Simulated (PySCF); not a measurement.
C3F3, SMILES [C]#CC(F)(F)F, multiplicity 2.

Coordinates come from a PBE0-D3(BJ)/def2-SVP optimisation. The isomer is the one that the SMILES or the coordinates give; other isomers of the formula were not compared.

Calculation: CAM-B3LYP/def2-TZVP in PySCF.

Isolated molecule, no solvent.

Problem. Estimate the frontier levels, dipole moment and polarisability. (The exact figures need the calculation; the answer reports its results.)

Solution. 
```
Item                                                                                                             Value
---------------------------------------------------------------------------------------------  -----------------------
α spin, highest occupied and lowest empty level                                                     -11.22 and 0.55 eV
β spin, highest occupied and lowest empty level                                                    -10.82 and -4.69 eV
dipole moment                                                                                                   1.34 D
quadrupole, principal values (traceless, Buckingham form, about the centre of nuclear charge)   -2.21, -2.21, 4.41 D·Å
mean static polarisability                                                                        34.3 bohr³ (5.08 Å³)
polarisability, principal values                                                                29.7, 29.7, 43.6 bohr³
⟨S²⟩                                                                                           0.781 (pure state 0.75)
```
